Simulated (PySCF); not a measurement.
BBr₂, SMILES [B](Br)Br (connectivity only; charge and spin as stated), charge +1, multiplicity 1. The structure is a stationary point at B3LYP-D3(BJ)/def2-TZVP. The multiplicity is an assumed one; other spin states were not compared. The isomer is the one that the SMILES or the coordinates give; other isomers of the formula were not compared.

TDA-LC-ωPBE/def2-SVPD (PySCF) puts the lowest singlet excitations at 5.77, 5.94, 5.94, 7.06, 7.29, 7.29 eV.

**Question.** What are the lowest excitation roots from ADC(2)/aug-cc-pVDZ in PySCF? (The exact figures need the calculation; the answer reports its results.)

**Answer.** 5.85, 5.85, 5.88, 6.86, 7.34, 7.44 eV. S1 differs by 0.07 eV (second minus first; roots are paired by order, and the bases may differ).
